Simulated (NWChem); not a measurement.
System: CrNH3S2O; SMILES [NH2][Cr](=[O])(=[S])[SH]

Here is an NWChem input.

```
start job
memory heap 200 mb stack 900 mb global 1100 mb
geometry units angstroms
  Cr     0.223087     0.318670    -0.053048
  O      0.880079     1.218855     1.029160
  S      1.068113    -1.532032    -0.311861
  N      0.053800     1.043801    -1.696428
  H      0.016357     2.039870    -1.906950
  H      0.122976     0.539983    -2.579355
  S     -1.834880    -0.156634     0.716896
  H     -1.972379     0.849194     1.575695
end
basis spherical
  * library def2-svp
end
dft
  xc xpbe96 cpbe96
  disp vdw 4
  iterations 150
end
driver
  maxiter 120
end
task dft optimize
```

Parts of the log:

```
             Northwest Computational Chemistry Package (NWChem) 7.3.0
             --------------------------------------------------------

 C1  symmetry detected

                             Geometry "geometry" -> ""
                             -------------------------

 Output coordinates in angstroms (scale by  1.889725989 to convert to a.u.)

  No.       Tag          Charge          X              Y              Z
 ---- ---------------- ---------- -------------- -------------- --------------
    1 Cr                  24.0000     0.34810852    -0.12575452     0.12041270
    2 O                    8.0000     1.04910319     0.00382266     1.50061627
    3 S                   16.0000    -1.12471244    -1.54737772    -0.00582867
    4 N                    7.0000     1.42991577    -0.37478968    -1.30185502
    5 H                    1.0000     2.41074059    -0.10526677    -1.35855605
    6 H                    1.0000     1.21064957    -0.93217252    -2.12612723
    7 S                   16.0000    -0.76842700     1.80230198    -0.17942460
    8 H                    1.0000    -0.08799958     2.56970598     0.66688581

 Effective nuclear repulsion energy (a.u.)     480.7682199722

                                Z-matrix (autoz)
                                --------

 Units are Angstrom for bonds and degrees for angles

      Type          Name      I     J     K     L     M      Value
      ----------- --------  ----- ----- ----- ----- ----- ----------
    1 Stretch                  1     2                       1.55343
    2 Stretch                  1     3                       2.05089
    3 Stretch                  1     4                       1.80421
    4 Stretch                  1     7                       2.24810
    5 Stretch                  4     5                       1.01876
    6 Stretch                  4     6                       1.01891
    7 Stretch                  7     8                       1.32971
    8 Bend                     1     4     5               125.77695
    9 Bend                     1     4     6               125.74608
   10 Bend                     1     7     8                98.97066
   11 Bend                     2     1     3               115.88551
   12 Bend                     2     1     4               116.18936
   13 Bend                     2     1     7               105.72865
   14 Bend                     3     1     4               106.64219
   15 Bend                     3     1     7               103.27436
   16 Bend                     4     1     7               108.12176
   17 Bend                     5     4     6               107.87145
   18 Torsion                  2     1     4     5         -23.99638
   19 Torsion                  2     1     4     6         145.98483
   20 Torsion                  2     1     7     8          21.13779
   21 Torsion                  3     1     4     5        -154.90132
   22 Torsion                  3     1     4     6          15.07988
   23 Torsion                  3     1     7     8         143.30884
   24 Torsion                  4     1     7     8        -103.93423
   25 Torsion                  5     4     1     7          94.61217
   26 Torsion                  6     4     1     7         -95.40662

  pbe96 is a nonlocal functional; adding pw91lda local functional.

                           NWChem Geometry Optimization
                           ----------------------------

 maximum gradient threshold         (gmax) =   0.000450
 rms gradient threshold             (grms) =   0.000300
 maximum cartesian step threshold   (xmax) =   0.001800
 rms cartesian step threshold       (xrms) =   0.001200
 fixed trust radius                (trust) =   0.300000
 source of zmatrix                         =   autoz

          -------------------
          Energy Minimization
          -------------------

 Using diagonal initial Hessian
 Scaling for Hessian diagonals: bonds = 1.00  angles = 0.25  torsions = 0.10

          --------
          Step   0

                                 NWChem DFT Module
                                 -----------------

 Summary of "ao basis" -> "ao basis" (spherical)
 ------------------------------------------------------------------------------
       Tag                 Description            Shells   Functions and Types
 ---------------- ------------------------------  ------  ---------------------
 Cr                         def2-svp                11       31   5s3p2d1f
 O                          def2-svp                 6       14   3s2p1d
 S                          def2-svp                 8       18   4s3p1d
 N                          def2-svp                 6       14   3s2p1d
 H                          def2-svp                 3        5   2s1p

            General Information
            -------------------
          SCF calculation type: DFT
          Wavefunction type:  closed shell.
          No. of atoms     :     8
          No. of electrons :    74
           Alpha electrons :    37
            Beta electrons :    37
          Charge           :     0
          Spin multiplicity:     1
          Use of symmetry is: off; symmetry adaption is: off
          Maximum number of iterations: 150
          AO basis - number of functions:   110
                     number of shells:    48
          Convergence on energy requested:  1.00D-06
          Convergence on density requested:  1.00D-05
          Convergence on gradient requested:  5.00D-04

              XC Information
              --------------
          PerdewBurkeErnzerhof Exchange Functional  1.000
            Perdew 1991 LDA Correlation Functional  1.000 local
           PerdewBurkeErnz. Correlation Functional  1.000 non-local

             Grid Information
             ----------------
          Grid used for XC integration:  medium
          Radial quadrature: Mura-Knowles
          Angular quadrature: Lebedev.
          Tag              B.-S. Rad. Rad. Pts. Rad. Cut. Ang. Pts.
          ---              ---------- --------- --------- ---------
          Cr                  1.40      112           9.0       590
          O                   0.60       49          10.0       434
          S                   1.00       88          11.0       590
          N                   0.65       49          10.0       434
          H                   0.35       45          12.0       434
          Grid pruning is: on
          Number of quadrature shells:   521
          Spatial weights used:  Erf1

           DFT-D3BJ Model
          s6 scale factor  :        1.000000000000
          s8 scale factor  :        0.787500000000
          a1 parameter     :        0.428900000000
          a2 parameter     :        4.440700000000
              vdW contrib  :       -0.009608045873

      Superposition of Atomic Density Guess
      -------------------------------------

 Sum of atomic energies:       -1968.16044016

      Non-variational initial energy
      ------------------------------

 Total energy =   -1968.692477
 1-e energy   =   -3668.526625
 2-e energy   =    1219.065928
 HOMO         =      -0.306506
 LUMO         =      -0.091904

[...]

      ----------------------
      Optimization converged
      ----------------------

  Step       Energy      Delta E   Gmax     Grms     Xrms     Xmax
  ---- ---------------- -------- -------- -------- -------- --------
@   17   -1971.57523201  3.3D-07  0.00009  0.00002  0.00029  0.00084
                                     ok       ok       ok       ok

                                Z-matrix (autoz)
                                --------

 Units are Angstrom for bonds and degrees for angles

      Type          Name      I     J     K     L     M      Value     Gradient
      ----------- --------  ----- ----- ----- ----- ----- ---------- ----------
    1 Stretch                  1     2                       1.55684    0.00009
    2 Stretch                  1     3                       2.00581   -0.00003
    3 Stretch                  1     4                       1.78842   -0.00002
    4 Stretch                  1     7                       2.21945    0.00003
    5 Stretch                  4     5                       1.02505    0.00003
    6 Stretch                  4     6                       1.02502    0.00003
    7 Stretch                  7     8                       1.36749   -0.00000
    8 Bend                     1     4     5               122.36923   -0.00003
    9 Bend                     1     4     6               123.66114    0.00002
   10 Bend                     1     7     8                93.46972    0.00000
   11 Bend                     2     1     3               114.48432   -0.00001
   12 Bend                     2     1     4               108.02085   -0.00000
   13 Bend                     2     1     7               110.10181    0.00001
   14 Bend                     3     1     4               110.79799   -0.00001
   15 Bend                     3     1     7               102.64121   -0.00000
   16 Bend                     4     1     7               110.74510    0.00001
   17 Bend                     5     4     6               113.05533    0.00001
   18 Torsion                  2     1     4     5          -9.58508   -0.00001
   19 Torsion                  2     1     4     6         158.70446   -0.00001
   20 Torsion                  2     1     7     8          47.90231    0.00000
   21 Torsion                  3     1     4     5        -135.72562    0.00000
   22 Torsion                  3     1     4     6          32.56392    0.00001
   23 Torsion                  3     1     7     8         170.20389    0.00000
   24 Torsion                  4     1     7     8         -71.49699   -0.00001
   25 Torsion                  5     4     1     7         111.05861    0.00001
   26 Torsion                  6     4     1     7         -80.65185    0.00001

                         Geometry "geometry" -> "geometry"
                         ---------------------------------

 Output coordinates in angstroms (scale by  1.889725989 to convert to a.u.)

  No.       Tag          Charge          X              Y              Z
 ---- ---------------- ---------- -------------- -------------- --------------
    1 Cr                  24.0000     0.27728870    -0.14158200     0.12964003
    2 O                    8.0000     1.10519993    -0.11839015     1.44789026
    3 S                   16.0000    -1.11489648    -1.58323247     0.04759486
    4 N                    7.0000     1.41987421    -0.28355837    -1.23885770
    5 H                    1.0000     2.43377387    -0.19209970    -1.11899843
    6 H                    1.0000     1.15492455    -0.62943848    -2.16666919
    7 S                   16.0000    -0.93162563     1.71155702    -0.04457903
    8 H                    1.0000     0.12283947     2.52721356     0.26010240

 Effective nuclear repulsion energy (a.u.)     485.9289989386

                Final and change from initial internal coordinates
                --------------------------------------------------

                                Z-matrix (autoz)
                                --------

 Units are Angstrom for bonds and degrees for angles

      Type          Name      I     J     K     L     M      Value       Change
      ----------- --------  ----- ----- ----- ----- ----- ---------- ----------
    1 Stretch                  1     2                       1.55684    0.00341
    2 Stretch                  1     3                       2.00581   -0.04508
    3 Stretch                  1     4                       1.78842   -0.01579
    4 Stretch                  1     7                       2.21945   -0.02865
    5 Stretch                  4     5                       1.02505    0.00629
    6 Stretch                  4     6                       1.02502    0.00611
    7 Stretch                  7     8                       1.36749    0.03778
    8 Bend                     1     4     5               122.36923   -3.40772
    9 Bend                     1     4     6               123.66114   -2.08494
   10 Bend                     1     7     8                93.46972   -5.50094
   11 Bend                     2     1     3               114.48432   -1.40119
   12 Bend                     2     1     4               108.02085   -8.16851
   13 Bend                     2     1     7               110.10181    4.37316
   14 Bend                     3     1     4               110.79799    4.15580
   15 Bend                     3     1     7               102.64121   -0.63315
   16 Bend                     4     1     7               110.74510    2.62334
   17 Bend                     5     4     6               113.05533    5.18388
   18 Torsion                  2     1     4     5          -9.58508   14.41130
   19 Torsion                  2     1     4     6         158.70446   12.71963
   20 Torsion                  2     1     7     8          47.90231   26.76452
   21 Torsion                  3     1     4     5        -135.72562   19.17571
   22 Torsion                  3     1     4     6          32.56392   17.48404
   23 Torsion                  3     1     7     8         170.20389   26.89505
   24 Torsion                  4     1     7     8         -71.49699   32.43724
   25 Torsion                  5     4     1     7         111.05861   16.44644
   26 Torsion                  6     4     1     7         -80.65185   14.75477

 ==============================================================================
                                internuclear distances
 ------------------------------------------------------------------------------
       center one      |      center two      | atomic units |  angstroms
 ------------------------------------------------------------------------------
    2 O                |   1 Cr               |     2.94201  |     1.55684
    3 S                |   1 Cr               |     3.79043  |     2.00581
    4 N                |   1 Cr               |     3.37962  |     1.78842
    5 H                |   4 N                |     1.93706  |     1.02505
    6 H                |   4 N                |     1.93701  |     1.02502
    7 S                |   1 Cr               |     4.19415  |     2.21945
    8 H                |   7 S                |     2.58418  |     1.36749
 ------------------------------------------------------------------------------
                         number of included internuclear distances:          7
 ==============================================================================
```

Level: PBE-D3(BJ)/def2-SVP. Not confirmed as a minimum by frequencies.
